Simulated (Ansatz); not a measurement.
Basis-set extrapolation for CH3B2Cl2N, SMILES `ClB(Cl)B1CN1` (PBE0-D4/def2-TZVP geometry, frozen core, Ansatz 0.2.0). Multiplicity 1, RHF reference.

```
                       def2-TZVPP    def2-QZVPP
                 HF  -1062.561651  -1062.593093
    MP2 correlation     -0.933052     -1.008725
CCSD(T) correlation     -1.028786       not run
```

Energies in hartree. Use E(X) = E(∞) + A·exp(−7.88·√X) for Hartree–Fock and E(X) = E(∞) + B·X^(−2.97) for correlation, with X = 3 and 4, and add CCSD(T) minus MP2 of the smaller set to the MP2 limit.

**Question.** What is the CCSD(T) energy at the basis-set limit?

**Answer.** HF limit: -1062.593093 + (-0.031442) × 0.13774 = -1062.59742. MP2 limit: -1.008725 + (-0.075673) × 0.74074 = -1.06478. Higher-order term: -1.028786 − (-0.933052) = -0.09573. Total: -1063.75793 hartree, 4.56 eV below CCSD(T)/def2-TZVPP.
